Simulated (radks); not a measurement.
Question: The carbon ion C4+, 2 electrons, occupied as 1s1.75 2s0.25 (fractional occupations, a model configuration). Method: non-relativistic Kohn-Sham, AM05, spin-polarised, spherical densities, point nucleus; open shells are filled with parallel spins first; computed with a radial shooting solver on a logarithmic mesh with Libxc functionals. Some entries of the table are withheld. Estimate them.

orbital,occ.,eigenvalue (hartree),<1/r> (bohr^-1)
1s up,1,-13.63610,5.730
1s down,0.75,-13.45600,5.704
2s up,0.25,-2.74570,(1)

Answer: 
(1) 2s up <1/r> (bohr^-1): 1.232
